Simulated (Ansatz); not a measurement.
Reaction (substitution at a C–O bond): `O/C=C\F` + HI → `F/C=C\I` + H₂O

Computed with Ansatz on PBE0-D4/def2-TZVP structures; ΔE is electronic, products minus reactants. CCSD(T)/CBS adds triple-zeta CCSD(T) − MP2 to the extrapolated MP2 energy (def2 sets, frozen cores). This one scheme is used for every species. Double bonds are as drawn, so ΔE can hold a change between cis and trans. DFT in def2-TZVPP. B3LYP here is the variant with VWN-RPA as its local correlation; programs differ in this. Elements past krypton have def2 core potentials. For I outer-core shells are correlated without core-valence functions, which leaves a few kJ/mol of doubt a bond. One conformer a species, not always the lowest.

Q: Is it downhill or uphill in electronic energy at CCSD(T)/CBS, and by how much? (An estimate is asked.)

A: The calculation gave: Downhill: ΔE = -6.5 kcal/mol.

Q: What do these levels give: B3LYP-D4, ωB97M-V, B3LYP, MP2/def2-TZVPP, HF/CBS(def2), CCSD/CBS(def2)? (Estimate.)

A: Ansatz gave: B3LYP-D4 -3.4, ωB97M-V -3.3, B3LYP -2.0, MP2/def2-TZVPP -7.8, HF/CBS(def2) -0.6, CCSD/CBS(def2) -5.7 kcal/mol.

Largest T1 diagnostic among the species: 0.013.

The D4 term adds −1.4 kcal/mol with B3LYP and −0.7 kcal/mol with PBE0; it sums over pairs of atoms, weighted by their polarisabilities, and B3LYP, whose exchange is more repulsive, gets the larger term. In def2-TZVPP, CCSD(T) changes the Hartree–Fock value by −4.5 kcal/mol (the triples alone add −0.7 kcal/mol) and MP2 by −7.4 kcal/mol.
